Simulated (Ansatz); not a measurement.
## Worked example: C2H5BrSi + C4H9Cl → C2H5ClSi + C4H9Br

Species: C2H5BrSi `C=C[SiH2]Br`, singlet; C4H9Cl `CCCCCl`, singlet; C2H5ClSi `C=C[SiH2]Cl`, singlet; C4H9Br (1-bromobutane) `CCCCBr`, singlet. The partners trade Br for Cl: Si–Br and C–Cl bonds give way to Si–Cl and C–Br.

Shapes, held fixed at every level: PBE0-D4/def2-TZVP. Flexible molecules stand in one conformer, not always the lowest. Programs: Ansatz 0.2.0. The zero-point and thermal change to 298 K, harmonic and unscaled (PBE0-D4/def2-TZVP), is -0.4 kJ/mol.

At CCSD(T)/def2-TZVPP; 1 Eh = 2625.50 kJ/mol:

| species | energy (Eh) |
| --- | --- |
| C2H5BrSi | -2940.858206 |
| C4H9Cl | -617.284943 |
| C2H5ClSi | -827.881609 |
| C4H9Br | -2730.266627 |

**Question.** Work out ΔH(298 K) of the reaction at this level.

**Answer.** 
1. Products less reactants: (-827.881609) + (-2730.266627) − [(-2940.858206) + (-617.284943)] = -0.005087 Eh = -13.4 kJ/mol.
2. With the thermal change: -13.4 + (-0.4) = -13.8 kJ/mol.

Other levels give -10.5 (r2SCAN-D4/def2-TZVPP) to -6.8 kJ/mol (CCSD/def2-SVP). No measured value is set beside it here. Relativity is left out for Br. Outer-core shells of Br are correlated, in sets that cover them unevenly. CCSD(T)/def2-TZVPP lies outside the range of all other levels here, so it shouldn't be taken on trust.
